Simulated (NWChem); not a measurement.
Species: WN$_{3}$H$_{5}$O; SMILES [NH]=[W](=[NH])([NH2])[OH]

```xyz
10

W      0.0641     0.0251     0.0004
N     -0.9081     0.1683    -1.4525
H     -1.7443     0.2767    -2.0156
N     -0.9046     0.1715     1.4553
H     -1.7387     0.2803     2.0214
O      0.9864    -1.6465     0.0009
H      0.6208    -2.5349    -0.0040
N      1.3202     1.5204    -0.0024
H      1.5813     2.0366     0.8321
H      1.5803     2.0342    -0.8386
```
Atoms are numbered in this order, from 1.

All runs: NWChem. The geometry was optimised at PBE0/def2-SVP. Not confirmed as a minimum by frequencies. def2 effective core potentials on W; no spin-orbit coupling. Static field.

| level | isotropic polarisability (bohr³) | anisotropy (bohr³) |
|---|---|---|
| PBE/def2-SVPD | 74.0 | 8.1 |
| B3LYP/def2-SVPD | 71.8 | 9.1 |
| Hartree-Fock/def2-SVPD | [?] | [?] |

Fill in the missing entries.


- Hartree-Fock/def2-SVPD, isotropic polarisability (bohr³): 65.5
- Hartree-Fock/def2-SVPD, anisotropy (bohr³): 11.7
